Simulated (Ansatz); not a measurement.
CH3FN2Si, SMILES `N[SiH]1N=C1F`, relaxed with RKS PBE0-D4/def2-TZVP in Ansatz 0.2.0 from a PBE-D4/def2-SVP geometry. The force threshold is 0.005 eV/Å; the program also tests the step.

The species carries charge 0 and has multiplicity 1.

Start:

```xyz
8

N     1.410    0.494   -0.250
Si   -0.253    0.146   -0.444
N    -0.961   -1.466    0.038
C    -1.316   -0.518    0.832
F    -2.067   -0.626    1.933
H     1.974    0.154    0.529
H     1.951    0.982   -0.964
H    -0.739    0.835   -1.673
```

Q: By how much does the energy fall, and how many steps does the optimiser take? (Estimate.)

A: The calculation gave: 6.62 kJ/mol, in 9 steps.

Q: Which bonds change most? (Estimate.)

A: Computed: Si2–N3 from 1.826 to 1.773 Å; N1–Si2 from 1.709 to 1.683 Å; Si2–C4 from 1.789 to 1.763 Å; Si2–H8 from 1.490 to 1.473 Å.

Q: Give the relaxed structure. (Best estimate.)

A: Computed: 
```xyz
8

N     1.396    0.461   -0.262
Si   -0.242    0.122   -0.442
N    -0.932   -1.434    0.055
C    -1.304   -0.492    0.824
F    -2.059   -0.613    1.903
H     1.964    0.120    0.495
H     1.903    1.026   -0.921
H    -0.725    0.810   -1.652
```
